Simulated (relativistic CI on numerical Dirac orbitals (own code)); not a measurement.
Computed by Dirac-Coulomb-Breit CI, orbitals from a KLI potential per configuration, model QED (radiative potential, 1s self-energy scaled to tabulated hydrogen-like ionisation energies), valence Slater integrals scaled by 0.9, P86 correlation estimate, and configurations built on the next ion tied to the tabulated ionisation energy (semi-empirical) (own radial code, finite nucleus).

Configurations in the expansion (outside the closed core 1s2): 2s2 2p2, 2s2 2p 3s, 2s2 2p 3p, 2s2 2p 3d, 2s2 2p 4s, 2s 2p3, 2p4, 2p3 3s, 2p3 3p, 2p3 3d, 2s 2p2 3s, 2s 2p2 3p, 2s 2p2 3d, 2s2 2p 4p, 2s2 2p 4d, 2s2 2p 4f, 2s2 3s2, 2s2 3s 3p, 2s 2p2 4s, 2s2 3p2, 2s2 3s 3d, 2s 2p2 4p, 2s 2p2 4d, 2s 2p2 4f. Levels of other configurations are missing.

Configurations that consist of the next ion and one excited electron were tied to the tabulated ionisation energy; Rydberg ones are usually within 1,000 to 3,000 cm⁻¹ and the lowest ones within about 6,000 (9,000 in d shells), while levels on excited terms of the next ion carry the error of that term, and the other configurations can be misplaced by 10,000 cm⁻¹ or more. Rates follow the energies as ν³ (E1, M1) or ν⁵ (E2), so rates, branching and lifetimes can be off by large factors.

Outline of the computed level scheme of Al VIII. Lowest level of each configuration: 2s2 2p2 3P_0 at 0.000 eV; 2s 2p3 5S°_2 at 17.593 eV; 2p4 3P_2 at 76.787 eV; 2s2 2p 3s 3P°_0 at 161.719 eV; 2s2 2p 3p 1P_1 at 170.168 eV; 2s2 2p 3d 3F°_2 at 180.551 eV; 2s 2p2 3s 5P_1 at 182.342 eV.

Some strong electric-dipole decays among the lowest 45 levels: 2s2 2p 3d 3D°_3 → 2s2 2p2 3P_2 (7.0e+11 s⁻¹); 2s2 2p 3d 3D°_2 → 2s2 2p2 3P_1 (6.2e+11 s⁻¹); 2s2 2p 3d 3D°_1 → 2s2 2p2 3P_0 (4.9e+11 s⁻¹); 2s2 2p 3d 3P°_2 → 2s2 2p2 3P_2 (4.4e+11 s⁻¹); 2s2 2p 3d 3D°_1 → 2s2 2p2 3P_1 (2.0e+11 s⁻¹); 2s2 2p 3d 1D°_2 → 2s2 2p2 1D_2 (2.0e+11 s⁻¹); 2s2 2p 3s 1P°_1 → 2s2 2p2 1D_2 (1.1e+11 s⁻¹); 2s2 2p 3s 3P°_0 → 2s2 2p2 3P_1 (8.6e+10 s⁻¹).
